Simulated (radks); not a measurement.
Hg IV, 77 electrons, occupied as [Kr] 4d10 4f14 5s1 5p6 5d9 5f1 (not the ground configuration).

Method: Dirac Kohn-Sham, PBE, spin-unpolarised, spherical densities, finite nucleus; open shells are shared between the two j in proportion to 2j + 1; Fermi nuclear charge, rms radius 5.4648 fm; computed with a radial shooting solver on a logarithmic mesh with Libxc functionals.

Energy parts (eV):
total: -534692.76
kinetic: 616355.60
electron-nucleus: -1345064.73
Hartree: 204136.38
exchange-correlation: -10120.01

Orbitals (lengths in bohr, moments of r in powers of bohr; <r^-3> diverges for s and p1/2; r(max) is where P^2 peaks):
orbital	occ.	eigenvalue (eV)	<r^-3>	<r>	r(max)
1s1/2	2	-83044.98	-	0.01659	0.01022
2s1/2	2	-14746.29	-	0.06926	0.05937
2p1/2	2	-14154.85	-	0.05692	0.04362
2p3/2	4	-12207.17	21440	0.06560	0.05110
3s1/2	2	-3535.059	-	0.1801	0.1670
3p1/2	2	-3267.574	-	0.1704	0.1558
3p3/2	4	-2836.158	5010	0.1863	0.1709
3d3/2	4	-2391.623	876.5	0.1621	0.1330
3d5/2	6	-2299.173	723.2	0.1670	0.1372
4s1/2	2	-814.0040	-	0.3991	0.3763
4p1/2	2	-699.0975	-	0.4010	0.3742
4p3/2	4	-594.8993	1214	0.4351	0.4053
4d3/2	4	-406.6681	191.3	0.4421	0.3976
4d5/2	6	-387.2251	154.3	0.4532	0.4071
4f5/2	6	-144.9149	32.84	0.4774	0.3642
4f7/2	8	-140.7019	31.18	0.4839	0.3687
5s1/2	1	-162.5995	-	0.8945	0.8257
5p1/2	2	-124.1638	-	0.9579	0.8685
5p3/2	4	-105.1541	218.8	1.047	0.9448
5d3/2	3.6	-51.7189	23.10	1.305	1.105
5d5/2	5.4	-49.4238	18.28	1.344	1.136
5f5/2	0.428571	-12.4013	0.3433	3.568	3.033
5f7/2	0.571429	-12.3627	0.3278	3.591	3.059
6s1/2	0	-38.4968	-	2.139	1.936
6p1/2	0	-29.3968	-	2.461	2.200
6p3/2	0	-26.7556	30.69	2.673	2.403
6d3/2	0	-16.1870	2.721	3.717	3.370
6d5/2	0	-15.9122	2.237	3.786	3.446
6f5/2	0	-7.2440	0.2128	6.858	7.154
6f7/2	0	-7.2191	0.2034	6.887	7.182

The highest occupied level is 5f7/2 at -12.363 eV. The configuration is held as typed, so some empty levels lie below it. The density falls to 0.001 e/bohr^3 at r = 4.20 bohr. Summed over all electrons, <r^2> = 49.59 bohr^2, which gives a Langevin (diamagnetic) susceptibility term of -39.3 x 10^-6 cm^3/mol. The electron density at the nucleus is 2.322e+06 e/bohr^3.

Run on one thread of a shared host, so times are rough (Arm Neoverse N1): 0.27 s of CPU time, 0.27 s wall, 15 iterations on 2259 mesh points.
